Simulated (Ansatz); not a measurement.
Breaking the Cd1–H2 bond in CdH4Si (SMILES [SiH3][CdH]) (multiplicity 1 held, fragments rigid). Energies count from the point at 1.699 Å.
Geometry at that point (charge 0, multiplicity 1):
```xyz
6

Cd    -0.566    -0.311    -0.080
H     -2.045    -1.121    -0.288
Si     1.635     0.896     0.230
H      2.249     0.594     1.550
H      1.471     2.372     0.154
H      2.626     0.513    -0.810
```

Restricted levels (R-, RO-) in cc, def2 and unpolarised 6-31G sets keep to the state of the molecule at rest. Active spaces are followed from a long bond inwards. Levels need not reach the same state.

Frozen-core correlation.

The values were computed with Ansatz (a program for electronic structure). Values without a source in brackets are computed. In def2 rows elements past Kr take small-core potentials, without spin–orbit coupling.

### Question
What is the computed energy at R = 5.438 Å (FIC-MRCISD+Q on CASSCF(2,2)/def2-SVP)?

### Answer
2.99 eV

### Question
Give the energy at R = 5.438 Å at the level R-SCS-MP2/def2-SVP.

### Answer
4.13 eV

### Question
Estimate the energy at R = 5.438 Å that R-HF/def2-SVP returns for this input.

### Answer
5.76 eV

Doubts at one or more of the structures used: a restricted determinant that unrestricted orbitals would lower (R-HF/def2-SVP, R-SCS-MP2/def2-SVP).
